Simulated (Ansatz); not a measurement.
Molecule (SMILES): [Ge][Cl] (Cl-Ge), doublet.
Atoms: Ge1, Cl2. Bonds: Ge1-Cl2.

Basis-set convergence of the optimised Ge1-Cl2 bond length at HF with Ansatz (a program for electronic structure). Cartesian d functions, on some or all atoms, in 6-31G, 6-31G**; all else is spherical. The program fits the integrals of some runs and decomposes those of others, by size. Open shells are unrestricted. No added dispersion term, no relativity. Reference: the value in pcseg-4, 2.1867 Å, itself unsure by roughly 0.0004 Å (its mean distance from aug-pcseg-3, aug-cc-pV(Q+d)Z, cc-pV(5+d)Z). Deviations are taken from unrounded values.

```csv
basis,functions,optimised Ge1-Cl2 bond length (Å),minus reference (Å)
pcseg-0,35,2.3264,0.1397
6-31G,42,2.3087,0.1220
def2-SVP,50,2.2001,0.0134
6-31G**,54,2.2066,0.0199
pcseg-2,77,2.1922,0.0055
cc-pV(T+d)Z,82,2.1893,0.0026
def2-TZVPP,90,2.1879,0.0012
aug-pcseg-2,109,2.1908,0.0041
cc-pV(Q+d)Z,132,2.1872,0.0005
pcseg-3,132,2.1871,0.0004
aug-cc-pV(Q+d)Z,182,2.1872,0.0005
aug-pcseg-3,182,2.1871,0.0004
cc-pV(5+d)Z,204,2.1866,-0.0001
```
